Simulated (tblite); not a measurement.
Species: C6H13O2P.
Cartesian coordinates in Å at the GFN2-xTB level; atoms count from 1:
```xyz
22
C6H13O2P angstrom
C      4.026    0.419   -0.662
C      2.828    0.461   -1.213
P      1.500   -0.586   -0.546
O      1.906   -1.513    0.517
O      0.960   -1.386   -1.849
C      0.100    0.536   -0.158
C     -1.054   -0.299    0.382
C     -2.255    0.554    0.784
C     -3.411   -0.305    1.279
H      4.858    1.006   -1.018
H      4.202   -0.226    0.184
H      2.592    1.082   -2.064
H      1.179   -2.311   -1.726
H      0.447    1.254    0.588
H     -0.189    1.077   -1.058
H     -1.359   -1.015   -0.385
H     -0.699   -0.869    1.243
H     -2.582    1.144   -0.075
H     -1.957    1.252    1.569
H     -3.738   -0.990    0.500
H     -3.107   -0.892    2.143
H     -4.256    0.317    1.566
```

Computed values, GFN2-xTB/tblite, gas phase, harmonic and unscaled. Errors from tens to a few hundred cm⁻¹ against measured bands are possible. One conformer, not necessarily the lowest.

Harmonic wavenumbers (cm⁻¹): 40.1, 53.3, 68.9, 92.1, 117.6, 173.1, 192.0, 209.9, 232.0, 253.9, 279.1, 320.4, 384.1, 410.5, 471.8, 564.6, 700.8, 740.8, 763.4, 789.4, 811.4, 883.0, 910.0, 913.1, 938.0, 976.0, 1010.9, 1018.1, 1068.0, 1100.1, 1114.4, 1200.6, 1202.9, 1225.6, 1255.7, 1264.7, 1278.6, 1308.5, 1364.2, 1381.1, 1415.8, 1434.3, 1487.7, 1497.6, 1502.5, 1506.1, 1674.2, 2957.7, 2963.8, 2971.1, 2977.9, 2980.9, 2986.0, 3033.7, 3036.4, 3041.0, 3069.2, 3084.5, 3116.5, 3579.0.

A = 3089, B = 609.2, C = 589.4 MHz; mass 148.065 u (most abundant isotopes); point group C1, symmetry number 1.

Question: Zero-point energy?

Answer: Half the sum of the wavenumbers: 39699 cm⁻¹ = 113.51 kcal/mol.

Question: Give the ideal-gas entropy at 298.15 K and 1 bar in the rigid-rotor, harmonic-oscillator model (classical rotation).

Answer: Translation 40.91, rotation 30.05, vibration 39.74: S = 110.7 cal/(mol K).

Question: And Cp and H(298.15 K) − H(0)?

Answer: Cp = 45.11 cal/(mol K), of which vibrations give 37.16 (their classical limit is 60 R = 119.2); H(298.15 K) − H(0) = 8.36 kcal/mol without the zero-point energy, 5.99 from vibrations.

Question: How do the functions run with temperature in this model?

Answer: 
```tsv
T (K)	S (cal/(mol K))	Cp (cal/(mol K))	H − H(0) (kcal/mol)	G − H(0) (kcal/mol)	ln q(vib)
100	75.3	23.4	1.55	-5.97	2.73
200	95.0	34.4	4.46	-14.54	6.47
300	111.0	45.3	8.44	-24.86	9.96
500	139.1	65.7	19.63	-49.93	16.47
800	174.8	85.7	42.61	-97.20	25.48
1000	194.9	94.6	60.68	-134.20	30.98
```

q(vib) and H(0) count from the zero-point level.

Question: Which modes carry the vibrational entropy at 298.15 K?

Answer: 40.1 cm⁻¹: 5.25; 53.3 cm⁻¹: 4.69; 68.9 cm⁻¹: 4.18; 92.1 cm⁻¹: 3.61; 117.6 cm⁻¹: 3.14; 173.1 cm⁻¹: 2.40 cal/(mol K); the other 54 give 16.46 together.

Question: What must be added to the electronic energy to get the Gibbs energy at 298.15 K and 1 bar?

Answer: ZPE + [H(298.15 K) − H(0)] − T·S = 113.51 + 8.36 − 33.01 = 88.86 kcal/mol.

Hindered rotation and anharmonicity are outside this model. Other conformers, if any are populated, would add a mixing term that is left out. The structure is chiral; the term R ln 2 for an equal mix with its mirror image is left out.
